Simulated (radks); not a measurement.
Numerical settings for the cadmium ion Cd2+, [Kr] 4d10. Method: scalar-relativistic Kohn-Sham, PBEsol, spin-polarised, spherical densities, finite nucleus; Fermi nuclear charge, rms radius 4.6087 fm; computed with a radial shooting solver on a logarithmic mesh with Libxc functionals. The defaults (mesh step 0.008 in ln r, mesh end at 40 bohr or more with all orbitals vanishing there, Anderson mixing 0.5 over 9 steps, residual threshold near 1e-9 with the energy settled to 1e-9 hartree or 1e-11 of itself, here a cap of 71 iterations) give E = -5590.9544 hartree and 4d at -30.439 eV in 15 iterations. Run on one thread of a shared host, so times are rough (Intel(R) Xeon(R) 6975P-C): 0.14 s of CPU time, 0.14 s wall, 15 iterations on 2198 mesh points. One setting is changed at a time: mesh step in ln r 0.012; mesh step in ln r 0.2; mesh step in ln r 0.003; mesh end (bohr) 12; mesh end (bohr) 20; residual threshold 1e-13; residual threshold 1e-16; mixing 0.01; linear mixing, mixing 0.2; linear mixing, mixing 1; mixing history 3; iteration cap 3. Which runs fail to converge, and which converge to a wrong energy?

Answer. Not converged within the cap: mesh step in ln r 0.2; residual threshold 1e-16; linear mixing, mixing 0.2; linear mixing, mixing 1; iteration cap 3. No run marked as converged misses the energy by more than 1 mhartree.
